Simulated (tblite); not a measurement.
C5H5F3O2 (charge +1 and doublet state).
Numbering: `[CH3:1][C@@H:2]([C:3](=[O:4])[OH:5])[C+:6]([F:7])[C:8]([F:9])[F:10]` (hydrogens: H11, H12, H13 on C1; H14 on C2; H15 on O5)
Bond orders are those of one Lewis drawing.

Computed with GFN2-xTB (tblite), gas phase: L-BFGS steps from a force-field or distance-geometry start until the largest atomic force falls under 0.01 eV/Å.

Step 67: E = -953.3690 eV
```
atom  x, y, z in Å  |  force x, y, z in eV/Å
C1     -0.5117    1.6366   -0.1862    0.011  -0.020   0.022
C2     -0.1094    0.2597    0.2958    0.011  -0.037   0.003
C3     -1.1149   -0.7704   -0.4737    0.003  -0.020  -0.047
O4     -0.7656   -1.3309   -1.4530   -0.026   0.048   0.059
O5     -2.2335   -0.7707    0.1649    0.015   0.005  -0.015
C6      1.3050   -0.0619    0.0699    0.006   0.003  -0.026
F7      1.9738    0.6879   -0.7821    0.016   0.011  -0.018
C8      1.9706   -1.1081    0.6555   -0.007   0.019   0.017
F9      1.3774   -1.9028    1.4983    0.007  -0.008  -0.001
F10     3.2129   -1.3941    0.4688   -0.016  -0.005   0.002
H11     0.0732    2.3878    0.3538    0.006   0.021  -0.016
H12    -1.5651    1.8246    0.0029   -0.006   0.000  -0.002
H13    -0.2925    1.7868   -1.2454    0.000  -0.016   0.021
H14    -0.3857    0.0788    1.3431   -0.019   0.013   0.003
H15    -2.9389   -1.3152   -0.2379   -0.001  -0.015  -0.002
```

Step 68: E = -953.3692 eV
```
atom  x, y, z in Å  |  force x, y, z in eV/Å
C1     -0.5108    1.6408   -0.1896    0.011  -0.013   0.027
C2     -0.1078    0.2649    0.2953    0.003  -0.029  -0.002
C3     -1.1128   -0.7631   -0.4776   -0.018  -0.048  -0.058
O4     -0.7712   -1.2986   -1.4742   -0.060   0.070   0.114
O5     -2.2210   -0.7914    0.1805    0.066  -0.006  -0.051
C6      1.3052   -0.0619    0.0692    0.007   0.000  -0.026
F7      1.9773    0.6815   -0.7855    0.015   0.009  -0.013
C8      1.9633   -1.1118    0.6571   -0.003   0.024   0.019
F9      1.3631   -1.9010    1.5006    0.012  -0.004  -0.005
F10     3.2040   -1.4069    0.4730   -0.019  -0.004   0.002
H11     0.0642    2.3953    0.3570    0.013   0.010  -0.022
H12    -1.5664    1.8261   -0.0090   -0.002  -0.007  -0.004
H13    -0.2831    1.7912   -1.2470    0.001  -0.014   0.029
H14    -0.3836    0.0839    1.3428   -0.026   0.018  -0.002
H15    -2.9248   -1.3410   -0.2181    0.001  -0.008  -0.007
```

Task: Estimate the geometry and energy of step 69. (The exact step hangs on the optimiser's Hessian estimate; all steps are aligned on step 68, rigid shifts and turns removed.)

Result: E = -953.3694 eV, largest force 0.074 eV/Å
```
atom  x, y, z in Å  |  force x, y, z in eV/Å
C1     -0.5113    1.6416   -0.1881    0.005  -0.018   0.018
C2     -0.1065    0.2666    0.2966    0.013  -0.019   0.007
C3     -1.1119   -0.7603   -0.4785    0.012   0.016   0.038
O4     -0.7701   -1.2929   -1.4740    0.012  -0.022  -0.070
O5     -2.2178   -0.7918    0.1783   -0.037   0.002   0.040
C6      1.3058   -0.0618    0.0676    0.002   0.002  -0.015
F7      1.9781    0.6785   -0.7897    0.008   0.006  -0.006
C8      1.9613   -1.1123    0.6573    0.002   0.023   0.014
F9      1.3590   -1.8992    1.5014    0.008  -0.002  -0.002
F10     3.2010   -1.4117    0.4741   -0.012  -0.003  -0.002
H11     0.0613    2.3995    0.3556    0.025   0.007  -0.013
H12    -1.5669    1.8255   -0.0075   -0.014  -0.006   0.001
H13    -0.2852    1.7885   -1.2457    0.007   0.000   0.010
H14    -0.3816    0.0842    1.3439   -0.024   0.018  -0.004
H15    -2.9195   -1.3464   -0.2170   -0.006  -0.006  -0.015
```

The energy changes by -0.0002 eV. The first-order estimate −F·Δx gives -0.0008 eV and the mean of the old and new forces, exact on a quadratic surface, -0.0002 eV. The step makes an angle of 77° with the force vector and moves no atom by more than 0.008 Å.

The cost below is that of the whole relaxation. Hardware: one thread of an Arm Neoverse V1, no GPU, shared host. Cost: 0.72 s of wall time.
